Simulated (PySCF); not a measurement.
Gas-phase reaction: SiI₄ + 2 Cl ⇌ 2 I₂ + SiCl₂

Energies from PySCF, thermal terms from the rigid-rotor harmonic-oscillator model, ideal gas at 1 bar. † marks an energy on the PBE0/def2-TZVP geometry and frequencies; other levels use their own. Open shells (unrestricted): Cl (multiplicity 2); the rest are closed-shell singlets. Spin-orbit splitting is ignored; it lowers the true energy and changes the entropy of Cl. I: scalar-relativistic def2 core potential, no spin-orbit coupling.

PBE0/def2-TZVP gives ΔH°(298 K) = -154 kJ.

### Question
What do ωB97M-V/def2-TZVP†, ωB97X-V/def2-TZVP†, PBE0/def2-QZVP† give?

### Answer
ωB97M-V/def2-TZVP†: -168 kJ; ωB97X-V/def2-TZVP†: -143 kJ; PBE0/def2-QZVP†: -162 kJ. For scale, ΔH°(298 K) is -154 kJ at this level, -168 kJ at ωB97M-V/def2-TZVP†, and runs from -242 to -34 kJ over the 17 levels computed († marks an energy on the PBE0/def2-TZVP geometry).
